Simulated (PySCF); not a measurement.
## Bond curve of NaSe

Set-up: PySCF, no relativity, basis sets Na def2-SVP, Se def2-SVP. Energies in eV from Na + Se in their ground configurations at the same level. State: ²Π (doublet), unpaired electrons π ↑.

```json
{"R (Å)": "2.242", "revPBE": "-1.750", "PBE0": "-1.853", "M06-L": "-2.216"}
{"R (Å)": "2.346", "revPBE": "-2.043", "PBE0": "-2.129", "M06-L": "-2.508"}
{"R (Å)": "2.451", "revPBE": "-2.212", "PBE0": "-2.280", "M06-L": "-2.672"}
{"R (Å)": "2.529", "revPBE": "-2.278", "PBE0": "-2.333", "M06-L": "-2.734"}
{"R (Å)": "2.607", "revPBE": "-2.306", "PBE0": "-2.348", "M06-L": "-2.757"}
{"R (Å)": "2.685", "revPBE": "-2.304", "PBE0": "-2.334", "M06-L": "-2.750"}
{"R (Å)": "2.789", "revPBE": "-2.267", "PBE0": "-2.280", "M06-L": "-2.707"}
{"R (Å)": "2.920", "revPBE": "-2.181", "PBE0": "-2.175", "M06-L": "-2.614"}
{"R (Å)": "3.076", "revPBE": "-2.043", "PBE0": "-2.014", "M06-L": "-2.469"}
{"R (Å)": "3.285", "revPBE": "-1.832", "PBE0": "-1.772", "M06-L": "-2.247"}
```

Task: Put a parabola through the three lowest points of the revPBE curve and estimate Re, k and ωe (reduced mass 17.85 u; 1 eV/Å² = 0.16022 mdyn/Å; ωe = 1302.8·√(k/μ) cm⁻¹).

Result: Through R = 2.529, 2.607, 2.685 Å the second-order coefficient is 2.47 eV/Å², so Re ≈ 2.641 Å, k ≈ 0.790 mdyn/Å and ωe ≈ 274 cm⁻¹. A polynomial fit of higher order to the unrounded revPBE energies gives Re = 2.639 Å, k = 0.698 mdyn/Å, ωe = 258 cm⁻¹; anharmonicity and rounding make the difference.

The higher-order fit for each curve: revPBE: Re = 2.639 Å, ωe = 258 cm⁻¹, De = 2.31 eV; PBE0: Re = 2.604 Å, ωe = 272 cm⁻¹, De = 2.35 eV; M06-L: Re = 2.625 Å, ωe = 263 cm⁻¹, De = 2.76 eV.

Spin–orbit coupling is left out. The state was picked by a PBE0 search and need not be the measured ground state.
